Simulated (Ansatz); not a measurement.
Start from `C#CCC(=O)O` and change one atom or group to get `O=C(O)C[SiH2]F`.

Ansatz, PBE0-D4/def2-TZVP geometries, multiplicity 1. Each molecule was computed in one conformer, which needn't be the lowest.

```csv
property,`C#CCC(=O)O`
HOMO–LUMO gap (PBE0/def2-TZVPP) / eV,8.03
size of the dipole moment (PBE/def2-TZVPP) / D,1.86
HOMO energy (PBE/def2-TZVPP) / eV,-6.64
HOMO–LUMO gap (PBE/def2-TZVPP) / eV,5.50
LUMO energy (ωB97M-V/def2-TZVPP) / eV,2.30
LUMO energy (PBE0/def2-TZVPP) / eV,0.02
```

Question: Give the same properties after the change, and the shifts. (Best estimate.)

Answer: Ansatz gave: 
```csv
property,`O=C(O)C[SiH2]F`,shift
HOMO–LUMO gap (PBE0/def2-TZVPP) / eV,8.37,0.34
size of the dipole moment (PBE/def2-TZVPP) / D,2.22,0.36
HOMO energy (PBE/def2-TZVPP) / eV,-6.88,-0.24
HOMO–LUMO gap (PBE/def2-TZVPP) / eV,5.53,0.03
LUMO energy (ωB97M-V/def2-TZVPP) / eV,2.08,-0.22
LUMO energy (PBE0/def2-TZVPP) / eV,-0.20,-0.22
```

With PBE0 the HOMO falls by 0.55 eV and the LUMO falls by 0.22 eV, so the gap widens by about 0.33 eV. PBE moves the HOMO by -0.24 eV and ωB97M-V by -0.71 eV. Dipoles are sizes alone; their direction can turn.
